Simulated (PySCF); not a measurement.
## CaO: energy against distance

Set-up: PySCF, no relativity, basis sets Ca aug-pcseg-1, O aug-pcseg-1. Energies in eV from Ca + O in their ground configurations at the same level. State: ¹Σ⁺ (singlet), closed shell.

All columns are HSE06. A positive dipole means Ca(−)O(+).

| R (Å) | E (eV) | μ (D) | Mulliken charge on Ca (basis-dependent) | HOMO (eV) | LUMO (eV) | Mayer bond order | ⟨S²⟩ |
| --- | --- | --- | --- | --- | --- | --- | --- |
| 1.569 | -3.111 | -6.98 | 1.02 | -4.38 | -1.65 | 1.59 | 0.00 |
| 1.642 | -3.764 | -7.72 | 1.06 | -4.40 | -1.84 | 1.52 | 0.00 |
| 1.715 | -4.140 | -8.35 | 1.10 | -4.42 | -2.01 | 1.46 | 0.00 |
| 1.769 | -4.280 | -8.75 | 1.12 | -4.44 | -2.14 | 1.44 | 0.00 |
| 1.824 | -4.324 | -9.10 | 1.13 | -4.45 | -2.27 | 1.42 | 0.00 |
| 1.879 | -4.289 | -9.41 | 1.14 | -4.47 | -2.38 | 1.41 | 0.00 |
| 1.952 | -4.151 | -9.75 | 1.15 | -4.38 | -2.53 | 1.41 | 0.00 |
| 2.043 | -3.871 | -10.07 | 1.14 | -4.27 | -2.70 | 1.43 | 0.00 |
| 2.152 | -3.441 | -10.34 | 1.11 | -4.20 | -2.88 | 1.46 | 0.00 |
| 2.298 | -2.799 | -10.53 | 1.06 | -4.19 | -3.09 | 1.51 | 0.00 |

A fit through these points gives, at Re = 1.825 Å, μ = -9.11 D and dμ/dR = -5.95 D/Å; the reduced mass is 11.42 u.

Task: How strong is the fundamental in the double-harmonic approximation, I = 42.26·(dμ/dR)²/μred km/mol?

Result: I = 42.26·(-5.95)²/11.42 = 131 km/mol at HSE06.
